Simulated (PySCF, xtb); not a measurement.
C2H3Cl2InO2, SMILES CC(=O)[O][In]([Cl])[Cl]. One conformer was computed; it need not be the lowest.

Harmonic wavenumbers (cm⁻¹) from GFN2-xTB (xtb 6.7.1) at its own minimum, in rising order: 20, 43, 66, 72, 91, 155, 191, 217, 287, 333, 440, 588, 676, 963, 1009, 1012, 1353, 1375, 1428, 1435, 1560, 3018, 3045, 3061.

### Question
What does PBE0-D3(BJ)/def2-SVP in PySCF give at its own minimum? (Estimate from the structure and the level; the computed values follow.)

### Answer
18, 55, 87, 91, 97, 180, 237, 311, 376, 404, 483, 628, 740, 1006, 1020, 1059, 1360, 1423, 1444, 1546, 1620, 3084, 3183, 3224. Paired by order, the mean absolute difference is 52 cm⁻¹ and the zero-point energies are 32.1 and 33.8 kcal/mol.
